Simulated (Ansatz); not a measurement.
Compare A (`C[SiH2][GeH2][CH3]`) with its isomer B (`C[SiH](C)[GeH3]`).

Program: Ansatz. Geometries: PBE0-D4/def2-TZVP. ΔE: electronic, gas phase. CCSD(T)/CBS is the MP2 limit (def2-TZVPP, def2-QZVPP) plus CCSD(T) − MP2 in def2-TZVPP, frozen cores. Functionals use def2-TZVPP. B3LYP here is the variant with VWN-RPA as its local correlation; programs differ in this. For Ge outer-core shells are correlated without core-valence functions, which leaves a few kJ/mol of doubt a bond. Scalar relativity is left out up to krypton. One conformer a species, not always the lowest.

**Question.** Which isomer does CCSD(T)/CBS put lower? Give the gap. (Estimate.)

**Answer.** Ansatz gave: B, by 14.1 kJ/mol.

**Question.** Give E(B) − E(A) in kJ/mol with CCSD(T)/def2-TZVPP, ωB97M-V, CCSD/def2-TZVPP, r2SCAN-D4, HF/def2-TZVPP, B3LYP-D4, PBE-D4. (Best estimate.)

**Answer.** Computed: CCSD(T)/def2-TZVPP -12.1, ωB97M-V -17.1, CCSD/def2-TZVPP -12.1, r2SCAN-D4 -17.8, HF/def2-TZVPP -12.6, B3LYP-D4 -15.9, PBE-D4 -16.5. None reverses the order clearly.

Largest T1 diagnostic: 0.011.
